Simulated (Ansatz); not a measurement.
Reaction (cleavage of the B–B bond): `CBB(C)[SiH3]` + `[SH][GeH3]` → `CB[S][GeH3]` + `CB[SiH3]`

Computed with Ansatz on PBE0-D4/def2-TZVP structures; ΔE is electronic, products minus reactants. CCSD(T)/CBS adds triple-zeta CCSD(T) − MP2 to the extrapolated MP2 energy (def2 sets, frozen cores). Functionals use def2-TZVPP. For Ge outer-core shells are correlated without core-valence functions, which leaves a few kJ/mol of doubt a bond. Scalar relativity is left out up to krypton. One conformer a species, not always the lowest.

Question: Is it downhill or uphill in electronic energy at CCSD(T)/CBS, and by how much? (Estimate.)

Answer: The calculation gave: Downhill: ΔE = -23.3 kcal/mol.

Question: What do these levels give: PBE-D4, PBE0-D4, ωB97X-V, ωB97M-V, B2PLYP, r2SCAN, PBE0, MP2/def2-TZVPP, CCSD/def2-TZVPP, SCS-MP2/def2-QZVPP, MP2/CBS(def2), CCSD/CBS(def2)? (Estimate.)

Answer: The calculation gave: PBE-D4 -20.6, PBE0-D4 -21.5, ωB97X-V -22.4, ωB97M-V -22.6, B2PLYP -23.3, r2SCAN -21.8, PBE0 -21.7, MP2/def2-TZVPP -25.3, CCSD/def2-TZVPP -23.3, SCS-MP2/def2-QZVPP -24.7, MP2/CBS(def2) -25.1, CCSD/CBS(def2) -23.0 kcal/mol.

Largest T1 diagnostic among the species: 0.013.

From PBE to PBE0 (25 % exact exchange), in def2-TZVPP and without D4, ΔE moves by −0.9 kcal/mol.
